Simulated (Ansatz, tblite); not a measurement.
Cost and result up the ladder for Si₁₉OH₂₆, a nanocrystal with a defect cut from the lattice of silicon (double-bonded O in place of two caps) (46 atoms). The state is a singlet with charge 0. Geometry: PBE-D4/def2-SVP.

```xyz
46

Si   -1.005    1.757   -3.438
Si    2.678    1.255   -2.715
Si   -3.531    1.834   -0.487
Si    0.172    1.215    0.157
Si   -2.336    1.451    3.043
Si   -2.276   -1.677    0.692
Si    1.436    0.918    3.692
Si    0.209   -1.748   -2.251
Si    1.479   -2.191    1.346
Si    3.929    0.898    0.953
Si   -3.253    1.460   -2.797
Si    0.513    0.575   -2.079
Si    4.401    0.459   -1.314
Si   -1.923   -2.433   -1.512
Si   -1.999    0.648    0.854
Si    1.775    0.134    1.498
Si   -0.741    0.701    4.616
Si   -0.693   -2.803    2.025
Si    1.719   -2.928   -0.880
O     2.599    1.677    4.415
H    -0.817    1.354   -4.880
H    -0.671    3.224   -3.316
H     2.689    2.764   -2.662
H     2.930    0.839   -4.143
H    -3.307    3.303   -0.219
H    -4.939    1.494   -0.066
H     0.361    2.708    0.286
H    -2.225    2.955    2.986
H    -3.727    1.102    3.513
H    -3.671   -2.040    1.143
H     0.401   -2.163   -3.691
H     2.501   -2.865    2.230
H     3.951    2.387    1.177
H     4.946    0.239    1.847
H    -4.121    2.436   -3.558
H    -3.707    0.067   -3.148
H     5.692    1.136   -1.711
H     4.575   -1.023   -1.523
H    -3.015   -1.957   -2.434
H    -1.947   -3.945   -1.497
H    -0.977   -0.756    4.929
H    -0.821    1.501    5.891
H    -0.900   -2.504    3.488
H    -0.857   -4.290    1.821
H     3.142   -2.775   -1.349
H     1.359   -4.396   -0.929
```

Ansatz on 2 threads of AMD EPYC 7R13 on a shared host and a share (18 GiB) of an NVIDIA H100 80GB HBM3; xTB runs through tblite on one thread. Times are rough, summed over both states, and most runs start from the orbitals of an earlier one. PBE0-D4/def2-TZVP serves as the yardstick here, not as an exact answer. The other state is a triplet.

The xTB rows come from tblite. Single mean-field runs in def2-TZVP are fitted with def2-universal-jkfit.

xTB has no spin-polarisation term.

| level | functions | wall time |
| --- | --- | --- |
| GFN1-xTB | 227 | 0.68 s |
| GFN2-xTB | 201 | 0.94 s |
| PBE-D4/def2-TZVP | 890 | 13 s |
| PBE0-D4/def2-TZVP (with forces) | 890 | 26 s |

(1) Estimate what each level gives for the vertical triplet (eV).

Answers

(1) 
| level | vertical triplet (eV) | difference from PBE0-D4/def2-TZVP (eV) |
| --- | --- | --- |
| GFN1-xTB | 1.90 | -0.38 |
| GFN2-xTB | 2.23 | -0.05 |
| PBE-D4/def2-TZVP | 2.16 | -0.12 |
| PBE0-D4/def2-TZVP (with forces) | 2.28 | 0.00 |
